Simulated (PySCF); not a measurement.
A structure optimised at PBE0-D3(BJ)/def2-TZVP, used in a PySCF frequency run:

```xyz
6

Ge    -0.0035     0.3411     0.0000
O      0.1136    -1.4381     0.0000
H     -0.7521     0.8181     1.2596
H      1.4518     0.8160     0.0000
H     -0.7521     0.8181    -1.2596
H     -0.7458    -1.8642     0.0000
```
Charge 0, spin multiplicity 1.

Write its SMILES, formula and point group.

[OH][GeH3], GeH₄O, Cs

What are its rotational constants (standard atomic weights)?

70.366, 10.059, 9.9040 GHz
